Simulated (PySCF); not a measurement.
**Dipole moment and polarisability across levels of theory**

Compound: hexachloroethane, C2Cl6.
SMILES: `ClC(Cl)(Cl)C(Cl)(Cl)Cl`

PySCF, dipoles from the SCF density, polarisabilities from static response with core orbitals frozen. Isolated species at its PBE0-D3(BJ)/def2-SVP geometry, gas phase.

Problem. How do dipole and polarisability depend on functional and basis here?

Solution. 

```
              level  α (Å³)  anisotropy (Å³)
      LDA/def2-SVPD   16.27             0.93
      PBE/def2-SVPD   16.21             0.96
    B3LYP/def2-SVPD   15.68             1.05
     PBE0/def2-SVPD   15.51             1.01
BHandHLYP/def2-SVPD   15.08             1.10
CAM-B3LYP/def2-SVPD   15.34             1.06
  wB97X-D/def2-SVPD   15.25             1.07
  LC-wPBE/def2-SVPD   14.93             1.02
       HF/def2-SVPD   14.55             1.17
        PBE0/6-31G*   11.73             2.11
      PBE0/def2-SVP   11.07             2.03
       PBE0/6-31+G*   13.77             1.63
   PBE0/aug-cc-pVDZ   15.46             1.07
     PBE0/def2-TZVP   13.98             1.56
```

The anisotropy is √(½[(α1 − α2)² + (α2 − α3)² + (α3 − α1)²]). No reference polarisability is at hand; against PBE0 in the largest diffuse basis at hand (aug-cc-pVDZ) the other PBE0 rows deviate by 6-31G* -24%, def2-SVP -28%, 6-31+G* -11%, def2-SVPD 0%, def2-TZVP -10%. The dipole stays under 0.05 D at every level. In one basis (def2-SVPD) the functionals order the polarisability from HF (lowest) to LDA (highest), a spread of 12%. With PBE0 the polarisability is 12.26 Å³ without diffuse functions (mean of 6-31G*, def2-SVP and def2-TZVP) and 14.91 Å³ with them (mean of 6-31+G*, def2-SVPD and aug-cc-pVDZ).
